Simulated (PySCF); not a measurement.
An unknown gives this computed stick spectrum. Level of theory: PySCF 2.14.0, density-fitted response routines, TDDFT wB97X-D/def2-SVPD, vertical, gas phase, core orbitals frozen in the response. Geometries: GFN2-xTB, one conformer each.

| state | E (eV) | f | main configurations (H = HOMO, L = LUMO) |
| --- | --- | --- | --- |
| S1 | 5.06 | 0.052 | H→L (87%), H-1→L+1 (12%) |
| S2 | 6.07 | 0.044 | H→L+1 (74%), H-1→L (25%) |
| S3 | 6.37 | 0.0001 | H→L+2 (92%) |
| S4 | 7.09 | 0.600 | H-1→L (72%), H→L+1 (24%) |
| S5 | 7.17 | 0.0004 | H→L+3 (73%), H→L+5 (10%) |
| S6 | 7.31 | 0.442 | H-1→L+1 (83%), H→L (12%) |
| S7 | 7.36 | 0.0017 | H→L+5 (58%), H→L+3 (20%), H→L+4 (11%) |
| S8 | 7.67 | 0.0015 | H→L+4 (65%), H→L+5 (18%) |

Triplets computed (Tamm–Dancoff): 4.08, 4.16, 4.86 eV.

Orbital energies (eV): HOMO-3 -11.91, HOMO-2 -11.80, HOMO-1 -9.61, HOMO -8.37, LUMO 1.10, LUMO+1 1.81, LUMO+2 2.07.

Question: Which candidate is it?
A. `Oc1ccc(F)cc1`
B. `CO[C@@H]1C/C1=C(\F)Cl`
C. `C(=C(\F)C(Cl)=O)/CC`

Answer: A. Its S1 lies at 5.06 eV; the nearest of the others has S1 at 4.47 eV. S1 is HOMO→LUMO (87%), HOMO-1→LUMO+1 (12%). Löwdin shares by element: HOMO carbon 45% or more, oxygen 18% (atoms not listed hold the other 37%); LUMO carbon 74% or more (atoms not listed hold the other 26%). At the same level the other candidates give, for their lowest levels:
- `CC/C=C(/F)C(=O)Cl`: 4.47 eV (f 0.002); 5.30 eV (f 0.351); 5.91 eV (f 0.001); 6.38 eV (f 0.037); 7.23 eV (f 0.001); T1 3.29 eV; HOMO -9.97, LUMO -0.70 eV
- `CO[C@@H]1C/C1=C(\F)Cl`: 6.33 eV (f 0.012); 6.57 eV (f 0.003); 6.84 eV (f 0.333); 7.40 eV (f 0.000); 7.64 eV (f 0.010); T1 4.34 eV; HOMO -9.32, LUMO 1.43 eV

The values belong to the conformer `[OH:1][c:2]1[cH:3][cH:4][c:5]([F:6])[cH:7][cH:8]1`: H–O1–C2–C3 0°.
